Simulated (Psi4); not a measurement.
Pair of molecules, SMILES [GaH3] with SMILES P (the first has 4 atoms); geometry from B3LYP-D3(BJ)/def2-TZVP.
(charge 0, multiplicity 1):
```json
[
 {"atom": "Ga", "x (Å)": "-0.4614", "y (Å)": "0.4894", "z (Å)": "0.7103"},
 {"atom": "H", "x (Å)": "-1.5394", "y (Å)": "1.4970", "z (Å)": "1.2656"},
 {"atom": "H", "x (Å)": "-0.9507", "y (Å)": "-0.7987", "z (Å)": "-0.0558"},
 {"atom": "H", "x (Å)": "1.0039", "y (Å)": "1.0125", "z (Å)": "0.4553"},
 {"atom": "P", "x (Å)": "0.0332", "y (Å)": "-0.6702", "z (Å)": "2.9505"},
 {"atom": "H", "x (Å)": "0.9857", "y (Å)": "-1.7072", "z (Å)": "2.9942"},
 {"atom": "H", "x (Å)": "0.5228", "y (Å)": "0.0961", "z (Å)": "4.0264"},
 {"atom": "H", "x (Å)": "-1.0098", "y (Å)": "-1.3278", "z (Å)": "3.6320"}
]
```

Method: SAPT0/aug-cc-pVDZ (Psi4).

Give the four SAPT terms and the total, and say what mostly holds the pair together.

electrostatics -41.30, exchange 52.61, induction -20.62, dispersion -8.45, total -17.75 kcal/mol; the largest attraction is electrostatics.
